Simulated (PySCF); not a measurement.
# Polarisability and C₆ of Si³⁺ (silicon, charge +3)

[Ne] 3s1, 2S determinant. All numbers are calculated (PySCF 2.14, no relativity, point nucleus, in aug-cc-pwCVDZ (6s5p3d, 36 functions)). Coupled (time-dependent) response in atomic units; α is the mean over directions. A double-zeta set is small for polarisabilities.

```
method  mean α (bohr³)  C₆ (like pair)  S(−4)
   UHF           8.053           16.13  78.64
   PBE           7.242           13.74  64.57
  PBE0           7.493           14.45  68.93
  TPSS           7.756           15.24  73.53
```

S(−4) is the Cauchy moment in α(ω) = α(0) + S(−4) ω² + …

α(iu) at PBE:

```
u (hartree)  α(iu) (bohr³)
          0          7.242
     0.0500          7.084
      0.100          6.650
      0.200          5.353
      0.300          4.059
      0.500          2.339
      0.750          1.338
       1.00         0.8799
       1.50         0.4990
       2.00         0.3478
       3.00         0.2227
       5.00         0.1318
```

For an ion, C₆ is the dispersion term alone; charge-induced terms of lower order in 1/R come first.
